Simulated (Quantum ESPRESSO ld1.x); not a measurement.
Numerical settings for the vanadium ion V3+, [Ar] 3d2. Calculated with ld1.x of Quantum ESPRESSO 7.5: non-relativistic Kohn-Sham, LDA (Slater exchange, Perdew-Wang correlation), spin-polarised, spherical densities, point nucleus; open shells are filled with parallel spins first. With the defaults (dx = 0.008, xmin = -7.0, rmax = 100, beta = 0.2, tr2 = 1e-14) the mesh has 1843 points, the cycle takes 31 iterations, E = -939.811242 hartree and the 3d up eigenvalue is -1.40670 hartree. The mesh is r = exp(xmin + i dx)/Z up to rmax; beta is the mixing and tr2 the threshold. One setting is changed at a time.

change	mesh points	iterations	change of E (mhartree)	change of e(3d) (mhartree)
dx = 0.08	185	31	-0.508	+0.010
dx = 0.02	739	31	-0.002	0.000
xmin = -6	1719	38	0.000	0.000
xmin = -5	1593	34	+0.001	0.000
rmax = 8	1527	37	0.000	0.000
rmax = 15	1607	32	+0.001	0.000
beta = 0.05	1843	67	-0.001	0.000
beta = 0.8	1843	11	+0.001	0.000
tr2 = 1e-10	1843	21	+0.035	-0.001
tr2 = 1e-06	1843	11	+4.094	-0.181
